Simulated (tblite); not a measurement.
Run record: tight-binding relaxation, `OB(O)c1ccccc1O`.

Computed with GFN2-xTB geometry optimisation, gas phase (tblite 0.8.0). Start geometry: from a force field or distance geometry. The input is one job of a driver script: a line of settings, then coordinates in Å.

Command:
```bash
OMP_NUM_THREADS=1 python probes_run.py task.json out
```

Input:
```
{"job": {"kind": "relax", "xc": "GFN2-xTB", "basis": "xTB"}, "charge": 0, "multiplicity": 1}
O      2.822600    -0.780000     0.123600
B      1.901600     0.304000    -0.299500
O      2.426800     1.672900    -0.135600
C      0.387400     0.002100    -0.172300
C     -0.025400    -1.271500    -0.571800
C     -1.363500    -1.610300    -0.498500
C     -2.268800    -0.687300    -0.004400
C     -1.833700     0.558800     0.408900
C     -0.504100     0.904300     0.328100
O     -0.114900     2.175400     0.750900
H      2.324200    -1.514400     0.574000
H      3.283500     1.618600     0.329700
H      0.703500    -1.979000    -0.956600
H     -1.657300    -2.597200    -0.825900
H     -3.312000    -0.977400     0.054500
H     -2.582600     1.259300     0.802900
H     -0.194500     2.933800     0.082300
```

Output:
```
step      E/eV     max force
  0    -812.90472    4.245
  1    -813.42589    2.250
  2    -813.61303    1.829
  3    -813.68181    1.087
  4    -813.75077    0.492
  5    -813.77279    0.473
  6    -813.80810    0.525
  7    -813.83754    0.601
  8    -813.87126    0.522
  9    -813.89344    0.325
... (91 lines left out)
101    -814.41616    0.024
102    -814.41625    0.026
103    -814.41636    0.044
104    -814.41648    0.023
105    -814.41657    0.019
106    -814.41663    0.019
107    -814.41669    0.021
108    -814.41675    0.025
109    -814.41679    0.014
110    -814.41682    0.008
```

«max force» is the largest atomic force in eV/Å.

Problem. From which step on does the largest force stay under 0.1 eV/Å, and how much energy is left to gain from there?

Solution. From step 75 (0.093 eV/Å), 6.9 meV above the end.

Main results: energy lowered by 34.9 kcal/mol over 110 steps; largest atomic force 0.008 eV/Å at the end.

Hardware: one thread, Arm Neoverse V2 (aarch64), no GPU, shared host with 96 logical CPUs at a one-minute load of 15. Cost: 0.59 s.
Labels such as C1 count atoms from 1, the log's own numbers from 0.
